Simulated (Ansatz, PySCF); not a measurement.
Species: H5BN2O, charge 0, multiplicity 1. SMILES: NB(N)O
Geometry from a B3LYP-D3(BJ)/def2-TZVP (Ansatz, a first-principles code) optimisation:
```xyz
9

N      1.2674    -0.5594     0.3003
B      0.0087     0.0178    -0.0050
N     -1.2056    -0.7175     0.1240
O      0.0251     1.3366    -0.4359
H      2.1166    -0.0324     0.2058
H      1.3968    -1.5005     0.6208
H     -2.1110    -0.3378    -0.0839
H     -1.2384    -1.6718     0.4339
H     -0.8407     1.6984    -0.6344
```
Charge 0, spin multiplicity 1.

Quantity: atomisation energy, in kcal/mol. Terms: valence correlation only; 6-311+G** with 5d; no spin-orbit coupling; atomisation electronic, to ground-state atoms; non-relativistic; open shells spin-unrestricted; no dispersion term unless named; 6-31G* and kin with 6d, 5d where marked. Basis-set limits of correlation are two-point, X^-3; Hartree-Fock from the larger set. Ab initio and DFT rows: single points at B3LYP-D3(BJ) geometries (Ansatz).

Coupled cluster (Ansatz) is a level with limits of its own, used here on species with T1 under 0.025 (0.045 for open shells) and stable references: CCSD(T)/CBS(aug-cc-pVTZ,aug-cc-pVQZ).

Value to compare with, CCSD(T)/CBS(aug-cc-pVTZ,aug-cc-pVQZ) (Ansatz): 846.5 kcal/mol.

```csv
level,program,atomisation energy (kcal/mol),difference
HF/6-31G*,Ansatz,574.8,-271.7
PBE/def2-SVP,Ansatz,866.5,20.0
B3LYP/STO-3G,Ansatz,901.1,54.6
B3LYP/6-31G*,Ansatz,829.8,-16.7
B3LYP/cc-pVDZ,Ansatz,827.6,-18.9
PBE0/6-31G*,Ansatz,827.7,-18.8
M06-2X/6-311+G**,PySCF,843.2,-3.3
MP2/STO-3G,Ansatz,717.0,-129.5
MP2/3-21G,Ansatz,698.1,-148.4
MP2/6-31G*,Ansatz,764.7,-81.8
wB97M-V/def2-TZVPD,Ansatz,852.0,5.5
B2PLYP-D3(BJ)/def2-TZVPD,Ansatz + dftd3,841.6,-4.9
```

Among the 10 habitual levels, HF/6-31G* lies farthest from CCSD(T)/CBS(aug-cc-pVTZ,aug-cc-pVQZ) (Ansatz) (-271.7 kcal/mol) and M06-2X/6-311+G** nearest (-3.3); 2 of 10 lie above it, and their mean absolute difference is 76.4 kcal/mol, the median 37.3. One case shows no general order.

The levels are drawn from those run, B3LYP/6-31G* more often than the rest, none by its result; left out are runs that failed, that the program found above a lower state of the same kind, or whose <S^2> lies over 0.5 above the pure value.
